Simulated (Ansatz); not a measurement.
Potential energy curve for PH, triplet.

Level of theory: full CI/cc-pVTZ, frozen core (Ansatz, a quantum-chemistry and plane-wave program).

Problem. Relative to R = 1.44 Å, what are the energies at R = 1.50, 2.43, 2.69, 3.96 Å?

Solution. 1.0 kcal/mol at 1.50 Å, 54.8 kcal/mol at 2.43 Å, 62.5 kcal/mol at 2.69 Å, 70.0 kcal/mol at 3.96 Å.
